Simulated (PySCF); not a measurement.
# How methods differ on the excitation energy of N⁺

N⁺ [He] 2s2 2p2 (3P) → N⁺ [He] 2s1 2p3 (5S), as a difference of total energies. Calculation: PySCF 2.14, in ANO-RCC-VTZP (4s3p2d1f, 30 functions); scalar relativity by spin-free X2C-1e. Correlated levels: valence: 1s2 frozen; valence and next inner shell: nothing frozen. The calculations carry no spin-orbit coupling.

```
                                method  excitation energy (eV)
                                   UHF                   4.015
                                   LDA                   5.695
                                  PBE0                   5.649
                                r2SCAN                   5.069
                                 TPSSh                   6.028
                                  PW91                   5.805
                                 HSE06                   5.651
                                PBEsol                   5.587
                         MP2 (valence)                   5.212
    MP2 (valence and next inner shell)                   5.206
SCS-MP2 (valence and next inner shell)                   5.791
```

Task: Estimate what PBE gives.

Result: 5.802 eV, closest to PW91 among the rows shown.

Task: Estimate what SCS-MP2 (valence) gives.

Result: 5.795 eV, closest to SCS-MP2 (valence and next inner shell) among the rows shown.

Errors of the correlated levels include the incompleteness of this basis and the frozen core.

For comparison: 5.790 eV (measured; NIST levels, between the centres of gravity of the two terms).
